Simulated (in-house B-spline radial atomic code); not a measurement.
Radial electron density of Tl2+, [Xe] 4f14 5d10 6s1. Method: scalar-relativistic (X2C) HSE06, spin-polarised, spherical fractional occupations, exact exchange averaged over the configuration, Fermi nucleus of rms radius 5.4759 fm. Calculated with an all-electron radial atomic-structure program (B-spline basis).

One-electron X2C: radii and densities carry no picture-change correction, so inner-shell <1/r> comes out high (for 1s by about 2 % at Z = 33, 5 % at 54, 10 % at 75, 30 % at 118) and <r> low.

Columns: r (bohr), 4πr²n(r) (electrons per bohr), bar.

```
0.000247    3.131 #
0.000308    4.229 #
0.000384    5.682 ##
0.000479    7.602 ##
0.000598    10.14 ###
0.000745    13.41 ####
 0.00093    17.68 #####
 0.00116    23.13 #######
 0.00145    30.07 #########
  0.0018    38.37 ###########
 0.00225    48.67 ##############
 0.00281    60.64 #################
  0.0035    73.78 #####################
 0.00437    87.63 #########################
 0.00545    100.7 #############################
 0.00679    111.1 ################################
 0.00847    117.2 ##################################
  0.0106    117.2 ##################################
  0.0132    111.7 ################################
  0.0164    103.8 ##############################
  0.0205    99.14 ############################
  0.0256    104.5 ##############################
  0.0319    121.5 ###################################
  0.0398    142.8 #########################################
  0.0496    153.1 ############################################
  0.0619    143.2 #########################################
  0.0772      124 ####################################
  0.0963    119.9 ##################################
    0.12    135.8 #######################################
    0.15      141 #########################################
   0.187    113.1 #################################
   0.233    82.54 ########################
   0.291    84.37 ########################
   0.363    94.99 ###########################
   0.452    78.19 ######################
   0.564    46.92 #############
   0.704    29.12 ########
   0.878    23.98 #######
    1.09    19.13 #####
    1.37     11.9 ###
     1.7     6.27 ##
    2.12    2.802 #
    2.65    1.034 
    3.31   0.2918 
    4.12  0.05795 
    5.14  0.00666 
    6.41 0.0003834 
       8 8.663e-06
```

On this grid the curve has 4 maxima, near 0.0106, 0.0496, 0.15, 0.363 bohr.

The 5d up radial function P(r) = rR(r), positive near the nucleus:

```tsv
r (bohr)	P
0.00545	0.0009982
0.00847	0.00313
0.0132	0.009606
0.0205	0.02767
0.0319	0.07292
0.0496	0.1642
0.0772	0.285
0.12	0.2985
0.187	-0.002587
0.291	-0.43
0.452	-0.2707
0.704	0.5149
1.09	0.9553
1.7	0.6866
2.65	0.2508
4.12	0.03947
6.41	0.001679
```
